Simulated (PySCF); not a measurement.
# TDDFT excited states: C4H6F3P

Compound: C₄H₆F₃P.
SMILES: `C[C@@H]1P[C@H]1C(F)(F)F`

Method used: TDDFT PBE0/def2-SVPD, vertical, gas phase, core orbitals frozen in the response in PySCF 2.14.0, density-fitted response routines. Geometry: GFN2-xTB; no solvent, vibrations or thermal averaging.

What does the calculation give for the low-lying excited states?

```csv
state,E (eV),ν̃ (cm⁻¹),f,"main configurations (H = HOMO, L = LUMO)"
S1,6.41,51680,0.040,H→L (95%)
S2,6.94,55950,0.024,"H→L+1 (61%), H-1→L (31%)"
S3,7.30,58890,0.023,"H-1→L+1 (60%), H-1→L (24%)"
S4,7.44,60000,0.057,"H-1→L+1 (28%), H→L+1 (25%), H-1→L (20%)"
S5,7.79,62840,0.0019,"H→L+2 (48%), H→L+3 (42%)"
S6,7.93,63980,0.029,H-2→L (80%)
S7,7.99,64430,0.340,"H→L+2 (38%), H→L+3 (31%), H-1→L (14%)"
S8,8.26,66580,0.057,"H-1→L+3 (43%), H-1→L+2 (22%), H→L+4 (15%)"
```

Triplets (Tamm–Dancoff): T1 5.22 eV, H→L (94%); T2 5.58 eV, H-1→L (84%); T3 5.98 eV, H→L+1 (61%), H-1→L (11%), H→L+2 (10%).

The lowest singlet lies at 6.41 eV (194 nm, vacuum ultraviolet) and is of moderate strength; its leading configuration is HOMO→LUMO (95%). The strongest level in the table is S7 at 7.99 eV (155 nm, f = 0.340). Löwdin shares by element: HOMO phosphorus 52%, carbon 33% or more (atoms not listed hold the other 15%); LUMO phosphorus 46%, carbon 29% or more, hydrogen 8% or more (atoms not listed hold the other 16%). Of the 8 states listed, 7 reach f = 0.01 and none stays under 0.0005. Orbital energies (eV): HOMO-3 -10.78, HOMO-2 -9.66, HOMO-1 -8.45, HOMO -7.92, LUMO -0.26, LUMO+1 0.35, LUMO+2 0.96. The listed states span 1.85 eV, and the widest gap between neighbours is 0.53 eV (S1 to S2). No computed singlet lies in the visible range (380 to 750 nm); the lowest, at 194 nm, stands 3.14 eV above its violet end (3.26 eV). Singlets were solved by full linear response, triplets in the Tamm–Dancoff approximation.
